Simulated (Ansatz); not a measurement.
Energy profile

The step: SiH₃Cl ([SiH3][Cl]) + GeHCl ([Cl][GeH]) → GeCl₂ + SiH₄; bonds formed: Si1–H3, Ge2–Cl5; bonds broken: Si1–Cl5, Ge2–H3 (atoms numbered as in the saddle structure below).

Si1  (-0.876, -0.138, 0.228)
Ge2  (2.071, 0.383, 0.153)
H3  (0.746, -0.455, 0.806)
Cl4  (1.813, -0.589, -1.818)
Cl5  (0.232, 1.927, -0.098)
H6  (-1.351, 0.069, 1.615)
H7  (-1.860, 0.385, -0.754)
H8  (-0.776, -1.583, -0.131)
(Å)

Electronic energies by CCSD(T) at an estimated basis limit (MP2 extrapolated from triple and quadruple zeta, plus CCSD(T) − MP2 in triple zeta), on PBE0-D4/def2-TZVP structures; GeSiH$_{4}$Cl$_{2}$, singlet; no counterpoise correction. Ansatz 0.2.0; basis: def2-TZVPP and def2-QZVPP; cores frozen in the correlated methods. Filled d shells of the heavier atoms are correlated. The def2 sets are not built for correlating such inner shells, so the correlated values are less sure here. Extrapolation: Hartree–Fock as exp(−7.88 √X), correlation as X^−2.97.

(1) Give the profile in eV, counted from the separated reactants. (Judge from chemistry; the value comes from the calculation.)

No T1 diagnostic of these runs exceeds 0.013. The restricted Hartree–Fock reference is unstable towards an unrestricted one at one or more of these structures.

## Answers

(1) The calculation gives:
```tsv
point	eV
separated: SiH$_{3}$Cl (linked as [SiH3][Cl]; Si1, Cl5, H6, H7, H8; singlet) + GeHCl (linked as [Cl][GeH]; Ge2, H3, Cl4; singlet)	0.000
start structure	-0.327
saddle	0.262
end structure	-0.638
separated: SiH$_{4}$ (Si1, H3, H6, H7, H8; singlet) + GeCl$_{2}$ (linked as [Cl][Ge][Cl]; Ge2, Cl4, Cl5; singlet)	-0.510
```

For scale, one of the runs: CCSD(T)/def2-TZVPP, 230 basis functions, launched by `ansatz run in.yaml --threads 4 --pin off --events-out ev --progress --plain --max-ram 9574MiB`. The run took 3.3 min on 4 CPU threads of an Arm Neoverse N1 (shared host), with 3.5 GiB of host memory at its peak.
